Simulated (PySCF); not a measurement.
## Zn⁺: ionisation energy

Zn⁺ [Ar] 3d10 4s1 (2S) → Zn²⁺ [Ar] 3d10 (1S), as a difference of total energies. All numbers are calculated (PySCF 2.14, scalar relativity by spin-free X2C-1e, in x2c-TZVPall (6s5p4d1f, 48 functions)). Correlated levels: valence: [Ar] frozen. The calculations carry no spin-orbit coupling.

```tsv
method	ionisation energy (eV)
UHF	16.877
TPSS	18.459
B3LYP	18.727
MP2 (valence)	17.616
CCSD (valence)	17.531
```

**Question.** Estimate what SCS-MP2 (valence) gives.

**Answer.** 17.491 eV, closest to CCSD (valence) among the rows shown.

**Question.** Estimate what CCSD(T) (valence) gives.

**Answer.** 17.580 eV, closest to MP2 (valence) among the rows shown.

Errors of the correlated levels include the incompleteness of this basis and the frozen core.

For comparison: 17.964 eV (measured; NIST Atomic Spectra Database, ionization energies).
